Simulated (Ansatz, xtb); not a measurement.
# Relative energy of two isomers of C3H10OSi

We compare X, `C[Si](C)(C)O`, a singlet, with Y, `CC[Si@@H](C)O`, a singlet. Both are isolated molecules in the gas phase, relaxed with B3LYP-D3(BJ)/def2-SVP; the shapes shown needn't be the lowest conformers.

X (Å):

```csv
atom,x (Å),y (Å),z (Å)
C,0.9499,1.9340,0.3233
C,-1.5663,0.1469,0.5107
C,-0.1542,0.5228,-2.1961
O,1.1411,-0.8685,0.0344
Si,0.0983,0.4013,-0.3334
H,1.9320,2.0732,-0.1564
H,1.1126,1.8573,1.4104
H,0.3457,2.8359,0.1316
H,-1.4460,0.0630,1.6031
H,-2.0673,-0.7694,0.1552
H,-2.2445,0.9928,0.3084
H,-0.8050,1.3759,-2.4511
H,0.8074,0.6630,-2.7163
H,-0.6283,-0.3865,-2.6029
H,0.8580,-1.7501,-0.2330
```

Y (Å):

```xyz
15

C    -0.0302    0.6746    1.9686
C     0.9937    0.0227    1.0291
C    -1.1030   -0.6894   -1.1555
O     0.3518    1.7386   -1.2656
Si    0.5388    0.1343   -0.7994
H    -1.0113    0.1761    1.9043
H     0.2899    0.6332    3.0225
H    -0.1889    1.7335    1.7078
H     1.1341   -1.0444    1.2832
H     1.9879    0.4877    1.1650
H     1.6315   -0.5114   -1.5967
H    -1.3529   -0.6215   -2.2260
H    -1.0763   -1.7554   -0.8761
H    -1.9137   -0.2058   -0.5873
H     1.1334    2.2999   -1.2069
```

Energies in hartree; the thermal terms are from GFN2-xTB frequencies at re-optimised GFN2-xTB minima (ideal gas, soft modes damped towards free rotors, one conformer each, 298.15 K, 1 atm) and include the zero-point energy:

```
                              X           Y
E, CCSD(T)/def2-SVP  −483.874312  −483.857362
    E, MP2/def2-SVP  −483.790835  −483.772638
  E, MP2/def2-TZVPP  −484.308018  −484.285314
  zero-point energy     0.123953     0.123671
       H(298 K) − E     0.134253     0.133192
       G(298 K) − E     0.090623     0.091188
```

**Question.** Correct the CCSD(T) difference for the basis set by the MP2 change, then work out ΔE, ΔE₀, ΔH and ΔG for X → Y in kJ/mol (1 Eh = 2625.50 kJ/mol) and the equilibrium ratio [Y]/[X].

**Answer.** 1. Differences Y − X: CCSD(T) +0.016950, MP2 in the small set +0.018197, MP2 in the large set +0.022704 Eh.
2. ΔE = +0.016950 + (+0.022704 − (+0.018197)) = +0.021457 Eh = +56.34 kJ/mol.
3. ΔE₀ = ΔE + ΔZPE = +0.021457 + (−0.000282) Eh = +55.59 kJ/mol.
4. ΔH = ΔE + (−0.001061) Eh = +53.55 kJ/mol.
5. ΔG = ΔE + (+0.000565) Eh = +57.82 kJ/mol, so ΔS = (ΔH − ΔG)/T = −14.3 J/(mol K).
6. kT = 0.9442 mEh, so K = [Y]/[X] = exp(−ΔG/kT) = exp(−23.32) ≈ 7.4 × 10^−11.

Structure X is favoured at this temperature. An error of 4 kJ/mol in ΔG would change K by a factor of 5. GFN2-xTB gave ΔE the other sign. Mirror images and further conformers aren't counted.

As drawn, Y has 1 C–C, 1 Si–H in place of 1 C–Si, 1 C–H.

Other levels gave ΔE = −19.8 (GFN2-xTB); +58.5 (HF/STO-3G, GFN2-xTB geometries); +55.1 (r2SCAN-D4/def2-SVP, GFN2-xTB geometries); +49.3 (B3LYP-D3(BJ)/def2-SVP); +47.4 (HF/def2-SVP); +47.8 (MP2/def2-SVP); +44.5 (CCSD(T)/def2-SVP) kJ/mol. The correlated steps freeze 9 core orbitals. Programs: Ansatz 0.2.0, xtb 6.7.1.
